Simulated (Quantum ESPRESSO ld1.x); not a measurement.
Input (ld1.x (Quantum ESPRESSO 7.5)):

```
 &input
    atom='Se',
    iswitch=1,
    rel=2,
    dft='PBE',
    config='[Ar] 3d10 4s2 4p3 5s0 4d0',
    rel_dist='energy',
    lsmall=.true.,
    prefix='ld1',
    max_out_wfc=37,
    file_charge='ld1.rho',
 /
```

It prints (banner and zero overlaps left out):

```
     Program LD1 v.7.5 starts

     --------------------------- All-electron run ----------------------------

     dirac relativistic calculation

     atomic number is 34.00
     dft =PBE   lsd =0 sic =0 latt =0  beta=0.20 tr2=1.0E-14
     Exchange-correlation= PBE
                           (   1   4   3   4   0   0   0)
     mesh =2017 r(mesh) =  99.64755 a.u. xmin = -8.00 dx = 0.00800
     1 Ry =  13.60569312 eV, c = 137.03599908

     n l j   nl                  e(Ry)          e(Ha)          e(eV)
     Spin orbit split results
     1 0 0.5 1S 1( 2.00)      -919.5744      -459.7872    -12511.4474
     2 0 0.5 2S 1( 2.00)      -118.8370       -59.4185     -1616.8596
     2 1 0.5 2P 1( 2.00)      -106.6850       -53.3425     -1451.5239
     2 1 1.5 2P 1( 4.00)      -103.6156       -51.8078     -1409.7622
     3 0 0.5 3S 1( 2.00)       -16.4476        -8.2238      -223.7808
     3 1 0.5 3P 1( 2.00)       -12.2922        -6.1461      -167.2433
     3 1 1.5 3P 1( 4.00)       -11.8605        -5.9302      -161.3696
     3 2 1.5 3D 1( 4.00)        -4.7021        -2.3511       -63.9755
     3 2 2.5 3D 1( 6.00)        -4.6363        -2.3182       -63.0802
     4 0 0.5 4S 1( 2.00)        -1.9673        -0.9836       -26.7663
     4 1 0.5 4P 1( 2.00)        -1.1490        -0.5745       -15.6328
     4 1 1.5 4P 1( 1.00)        -1.1166        -0.5583       -15.1917
     5 0 0.5 5S 1( 0.00)        -0.3881        -0.1941        -5.2808
     4 2 1.5 4D 1( 0.00)        -0.2539        -0.1269        -3.4538
     4 2 2.5 4D 1( 0.00)        -0.2528        -0.1264        -3.4392
     Averaged results
     1 0     1S 1( 2.00)      -919.5744      -459.7872    -12511.4474
     2 0     2S 1( 2.00)      -118.8370       -59.4185     -1616.8596
     2 1     2P 1( 6.00)      -104.6388       -52.3194     -1423.6827
     3 0     3S 1( 2.00)       -16.4476        -8.2238      -223.7808
     3 1     3P 1( 6.00)       -12.0044        -6.0022      -163.3275
     3 2     3D 1(10.00)        -4.6626        -2.3313       -63.4383
     4 0     4S 1( 2.00)        -1.9673        -0.9836       -26.7663
     4 1     4P 1( 3.00)        -1.1274        -0.5637       -15.3387
     5 0     5S 1( 0.00)        -0.3881        -0.1941        -5.2808
     4 2     4D 1( 0.00)        -0.2532        -0.1266        -3.4450

     final scf error:  6.2E-15 reached in  40 iterations

     Etot =   -4859.458975 Ry,   -2429.729487 Ha,  -66116.307555 eV

     Ekin =    4976.084151 Ry,    2488.042076 Ha,   67703.073919 eV
     Encl =  -11709.001773 Ry,   -5854.500886 Ha, -159309.084893 eV
     Eh   =    2048.685730 Ry,    1024.342865 Ha,   27873.789346 eV
     Exc  =    -175.227084 Ry,     -87.613542 Ha,   -2384.085927 eV

     normalization and overlap integrals

     s(1S/1S) =  1.000000  <r> =   0.0441  <r2> =    0.0026  r(max) =   0.0287
     s(2S/2S) =  1.000000  <r> =   0.1957  <r2> =    0.0452  r(max) =   0.1643
     s(2P/2P) =  1.000000  <r> =   0.1685  <r2> =    0.0349  r(max) =   0.1302
     s(2P/2P) =  1.000000  <r> =   0.1723  <r2> =    0.0363  r(max) =   0.1323
     s(3S/3S) =  1.000000  <r> =   0.5739  <r2> =    0.3793  r(max) =   0.5034
     s(3P/3P) =  1.000000  <r> =   0.5823  <r2> =    0.3981  r(max) =   0.4954
     s(3P/3P) =  1.000000  <r> =   0.5929  <r2> =    0.4125  r(max) =   0.5034
     s(3D/3D) =  1.000000  <r> =   0.6274  <r2> =    0.4923  r(max) =   0.4501
     s(3D/3D) =  1.000000  <r> =   0.6318  <r2> =    0.4992  r(max) =   0.4537
     s(4S/4S) =  1.000000  <r> =   1.7462  <r2> =    3.4837  r(max) =   1.4943
     s(4P/4P) =  1.000000  <r> =   2.0982  <r2> =    5.1037  r(max) =   1.7257
     s(4P/4P) =  1.000000  <r> =   2.1356  <r2> =    5.2863  r(max) =   1.7676
     s(5S/5S) =  1.000000  <r> =   4.8855  <r2> =   26.9302  r(max) =   4.3651
     s(4D/4D) =  1.000000  <r> =   4.3788  <r2> =   22.9759  r(max) =   3.4337
     s(4D/4D) =  1.000000  <r> =   4.3970  <r2> =   23.1588  r(max) =   3.4613

     ------------------------ End of All-electron run ------------------------
```

Run on one thread of a shared host, so times are rough (Intel(R) Xeon(R) Processor @ 2.60GHz): 0.82 s of CPU time, 0.84 s wall, 40 iterations on 2017 mesh points.
